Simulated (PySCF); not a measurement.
Cd²⁺: ionisation energy

Cd²⁺ [Kr] 4d10 (1S) → Cd³⁺ [Kr] 4d9 (2D), as a difference of total energies. Calculation: PySCF 2.14, in cc-pVDZ-PP with ECP28MDF (4s4p3d1f, 38 functions); scalar relativity through the core potential. Correlated levels: valence: 4s2 4p6 frozen. The calculations carry no spin-orbit coupling.

```json
{"method": "UHF", "ionisation energy (eV)": "35.953"}
{"method": "LDA", "ionisation energy (eV)": "38.007"}
{"method": "TPSS", "ionisation energy (eV)": "37.298"}
{"method": "MP2 (valence)", "ionisation energy (eV)": "37.426"}
{"method": "SCS-MP2 (valence)", "ionisation energy (eV)": "37.259"}
```

How much does correlation contribute at MP2 (valence)?

37.426 − (35.953) = 1.473 eV, measured against UHF.

The reference lies between the lowest fine-structure levels, while these numbers refer to the centres of the terms.

Errors of the correlated levels include the incompleteness of this basis and the frozen core.

For comparison: 37.468 ± 0.006 eV (measured; NIST Atomic Spectra Database, ionization energies).
